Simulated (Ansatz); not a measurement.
```
atom    x (Å)   y (Å)   z (Å)
   H   0.3700  0.0000  3.3000
   H  -0.3700  0.0000  3.3000
   H   0.3700  0.0000  0.0000
   H  -0.3700  0.0000  0.0000
```

RHF on singlet H₄ in separate pieces was run in several spherical basis sets with Ansatz (development build ahead of 0.2.0).

Question: Rank the basis sets by the total energy that they give, lowest first, with the distance from the lowest.
A. def2-SVP
B. cc-pVDZ
C. 6-31G

Answer: A (0.00 eV), B (0.01 eV), C (0.12 eV).
